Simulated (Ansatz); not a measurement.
One geometry of `C[SiH2][N]([GeH3])C(C)C`, several functionals.

```yaml
crystal:
  periodic: [false, false, false]
  atoms:
    - {symbol: C, position_ang: [-0.841192, -2.157348, -1.563055]}
    - {symbol: Si, position_ang: [0.527793, -1.417670, -0.527822]}
    - {symbol: N, position_ang: [0.013517, -0.211498, 0.597148]}
    - {symbol: Ge, position_ang: [-0.162402, -0.615603, 2.384512]}
    - {symbol: C, position_ang: [-0.093603, 1.210970, 0.247799]}
    - {symbol: C, position_ang: [-0.763855, 1.406630, -1.102894]}
    - {symbol: C, position_ang: [1.258943, 1.910506, 0.296526]}
    - {symbol: H, position_ang: [-0.444943, -2.959291, -2.192915]}
    - {symbol: H, position_ang: [-1.620141, -2.581514, -0.924398]}
    - {symbol: H, position_ang: [-1.304098, -1.412699, -2.213870]}
    - {symbol: H, position_ang: [1.150053, -2.508716, 0.273775]}
    - {symbol: H, position_ang: [1.567977, -0.865714, -1.445148]}
    - {symbol: H, position_ang: [-0.405395, -2.125681, 2.516075]}
    - {symbol: H, position_ang: [1.091097, -0.219037, 3.195482]}
    - {symbol: H, position_ang: [-1.364475, 0.189435, 2.916202]}
    - {symbol: H, position_ang: [-0.742268, 1.684784, 0.997593]}
    - {symbol: H, position_ang: [-1.748606, 0.936006, -1.121646]}
    - {symbol: H, position_ang: [-0.884308, 2.470616, -1.319248]}
    - {symbol: H, position_ang: [-0.158448, 0.977379, -1.907639]}
    - {symbol: H, position_ang: [1.933481, 1.489288, -0.453542]}
    - {symbol: H, position_ang: [1.154940, 2.980961, 0.099656]}
    - {symbol: H, position_ang: [1.726533, 1.788499, 1.276110]}
basis:
  gaussian: {orbitals: def2-TZVPP}
hamiltonian: {xc: {name: wB97M-V}}
output: {forces: true, orbitals: {seedname: orbitals}}
```

```sh
$ ansatz run in.yaml --threads 4 --pin off --events-out ev --progress --plain --max-ram 66560MiB --backend cuda --devices 0, --max-vram 37GiB
```

It prints (some lines left out):

```
Functional definition: wB97M-V
2437 factors; their error is unknown
613 factors; integrals over basis functions are off by at most 8.3e-6 eV
mean field evaluation 1: about -70264.6825 eV, gradient 7.0e1 eV
mean field evaluation 2: about -70265.7411 eV, gradient 6.7e1 eV
mean field evaluation 4: about -70274.8090 eV, gradient 3.1e0 eV
mean field evaluation 8: about -70274.8506 eV, gradient 5.2e-2 eV
mean field evaluation 16: about -70274.9812 eV, gradient 1.9e-4 eV
mean field -70274.98121195 eV, -2582.5579254460 hartree, gradient 6.1e-5 eV, S^2 0.000000; 0 other end points of the search recorded, 0 dependent functions left out
reference -70274.98127975 eV, -2582.5579279375 hartree; 46, 46 occupied and 409, 409 virtual orbitals, 2437 factors
Total energy: -70274.98127975 eV, -2582.5579279375 hartree
Atom 0 at    -0.841192    -2.157348    -1.563055 Å, force    -0.015651    -0.011551    -0.020436 eV/Å
Atom 1 at     0.527793    -1.417670    -0.527822 Å, force     0.154509    -0.091090    -0.070616 eV/Å
Atom 2 at     0.013517    -0.211498     0.597148 Å, force     0.026104    -0.165145     0.023103 eV/Å
Atom 3 at    -0.162402    -0.615603     2.384512 Å, force    -0.027442    -0.029539     0.182208 eV/Å
Atom 4 at    -0.093603     1.210970     0.247799 Å, force    -0.127002     0.165332     0.121640 eV/Å
Atom 5 at    -0.763855     1.406630    -1.102894 Å, force    -0.077166     0.033103    -0.163568 eV/Å
Atom 6 at     1.258943     1.910506     0.296526 Å, force     0.156646     0.082128     0.002397 eV/Å
Atom 7 at    -0.444943    -2.959291    -2.192915 Å, force    -0.031602     0.054957     0.041705 eV/Å
Atom 8 at    -1.620141    -2.581514    -0.924398 Å, force     0.047671     0.026877    -0.040430 eV/Å
Atom 9 at    -1.304098    -1.412699    -2.213870 Å, force     0.026472    -0.043967     0.038455 eV/Å
Atom 10 at     1.150053    -2.508716     0.273775 Å, force    -0.064615     0.106520    -0.074083 eV/Å
Atom 11 at     1.567977    -0.865714    -1.445148 Å, force    -0.105179    -0.046047     0.089482 eV/Å
Atom 12 at    -0.405395    -2.125681     2.516075 Å, force     0.018016     0.112349    -0.014195 eV/Å
Atom 13 at     1.091097    -0.219037     3.195482 Å, force    -0.089304    -0.025170    -0.070427 eV/Å
Atom 14 at    -1.364475     0.189435     2.916202 Å, force     0.089614    -0.059027    -0.044310 eV/Å
Atom 15 at    -0.742268     1.684784     0.997593 Å, force     0.046456    -0.025937    -0.056000 eV/Å
Atom 16 at    -1.748606     0.936006    -1.121646 Å, force     0.060871     0.021206     0.002984 eV/Å
Atom 17 at    -0.884308     2.470616    -1.319248 Å, force     0.008318    -0.070823     0.013688 eV/Å
Atom 18 at    -0.158448     0.977379    -1.907639 Å, force    -0.027571     0.018750     0.044308 eV/Å
Atom 19 at     1.933481     1.489288    -0.453542 Å, force    -0.043267     0.018692     0.039093 eV/Å
Atom 20 at     1.154940     2.980961     0.099656 Å, force     0.004114    -0.073792     0.011877 eV/Å
Atom 21 at     1.726533     1.788499     1.276110 Å, force    -0.029993     0.002174    -0.056874 eV/Å
Dipole moment:    -0.139632     0.156951    -0.029704 e Å
```

Hardware: 4 threads of an AMD EPYC 7R13 on a shared host and a share of an NVIDIA H100 80 GB. Wall time 5.5 s, peak host memory 1.2 GiB.

With the line `hamiltonian: {xc: pbe0, dispersion: d4}` and no forces (abridged; 2.6 s):

```
Functional definition: PBE0
mean field evaluation 16: about -70264.4449 eV, gradient 4.8e-4 eV
mean field -70264.44487233 eV, -2582.1707221068 hartree, gradient 4.0e-5 eV, S^2 0.000000
Total energy: -70264.97285213 eV, -2582.1901250067 hartree
```

Changing it to `hamiltonian: {xc: {name: revPBE}, dispersion: d4}` and no forces (abridged; 3.2 s):

```
Functional definition: revPBE
mean field evaluation 16: about -70273.8861 eV, gradient 2.3e-3 eV
mean field -70273.88613820 eV, -2582.5176822280 hartree, gradient 7.3e-5 eV, S^2 0.000000
Total energy: -70275.66140109 eV, -2582.5829219359 hartree
```

With the line `hamiltonian: {xc: {name: r2SCAN0}, dispersion: d4}` and no forces (abridged; 4 s):

```
Functional definition: r2SCAN0
mean field evaluation 16: about -70276.5603 eV, gradient 1.1e-3 eV
mean field -70276.56025183 eV, -2582.6159540913 hartree, gradient 3.1e-5 eV, S^2 0.000000
Total energy: -70276.75506494 eV, -2582.6231133409 hartree
```

With the line `hamiltonian: {xc: lda}` and no forces (abridged; 2.9 s):

```
Functional definition: SPW92
mean field evaluation 16: about -70110.1781 eV, gradient 9.7e-4 eV
mean field -70110.17808011 eV, -2576.5015220585 hartree, gradient 2.6e-5 eV, S^2 0.000000
Total energy: -70110.17813530 eV, -2576.5015240869 hartree
```

With the line `hamiltonian: {xc: {name: B97M-V}}` and no forces (abridged; 3.4 s):

```
Functional definition: B97M-V
mean field evaluation 16: about -70269.7551 eV, gradient 4.2e-3 eV
mean field -70269.75514980 eV, -2582.3658712044 hartree, gradient 3.5e-5 eV, S^2 0.000000
Total energy: -70269.75523368 eV, -2582.3658742871 hartree
```
